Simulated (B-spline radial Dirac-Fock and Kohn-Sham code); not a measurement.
Run log: P

ΔSCF core binding energies without Breit or QED terms, calculated with an atomic code on a B-spline grid. Keys: rel is the Hamiltonian (dirac, or spin-free x2c and nr, where L3 and M5 stand for the whole 2p and 3d shells), method is hf or an exchange,correlation pair (spin-unpolarised, also for the hole states), nuc the nuclear model, radius_factor scales its radius, rmax is the box in bohr, h the logarithmic mesh step, order the B-spline order, points the quadrature points per cell, c_factor scales the speed of light, and damp, ndamp, maxit and tol steer the iteration. The run stops when the commutator error falls below 10·tol·max(1, Z/10), or the numerical noise floor, and the energy has settled to about 1e-8 Ha; the virial ratio is −V/T.

Input (task.json):

```json
{"items": [{"Z": 15, "q": 0, "cfg": [[1, 0, 2], [2, 0, 2], [2, 1, 6], [3, 0, 2], [3, 1, 3]], "A": 31, "rrms": 3.1889, "do": "settings", "holes": ["K", "L3", "M5"],
  "settings": [{"rel": "dirac", "method": "hf", "nuc": "fermi", "radius_factor": 1.0, "rmax": 45.0, "h": 0.3, "order": 3, "points": 10, "c_factor": 1.0, "maxit": 80, "damp": 0.5, "ndamp": 3, "tol": 1e-08}]}]}
```

Command: `python xray2_run.py task.json out`

Ground-state iterations:

```
iter   energy (Ha)        error
   1     -340.16708532  5.61e-01
   2     -341.31666643  8.89e-02
   3     -341.45200318  2.71e-02
   4     -341.46996237  8.75e-03
   5     -341.47268983  3.24e-03
   6     -341.47289057  2.44e-04
   7     -341.47289288  4.43e-05
   8     -341.47289298  9.54e-06
   9     -341.47289298  1.16e-06
  10     -341.47289298  1.91e-07
```

The ground state converged in 10 iterations, with total energy -341.47289 Ha, virial ratio 1.99504 and highest orbital energy -9.51 eV. ΔSCF binding energies: K (1s) 2154.4 eV, L3 (2p3/2) 138.3 eV. Holes are computed only in closed shells, and unreliable hole states are left out.

Task: One setting is unsound. Which, and why?

Result: order is too low for an accurate radial basis. With the default settings (Dirac Hartree-Fock): The ground state converged in 10 iterations, with total energy -341.49467 Ha, virial ratio 1.99504 and highest orbital energy -9.51 eV. ΔSCF binding energies: K (1s) 2154.5 eV, L3 (2p3/2) 138.3 eV. Holes are computed only in closed shells, and unreliable hole states are left out.
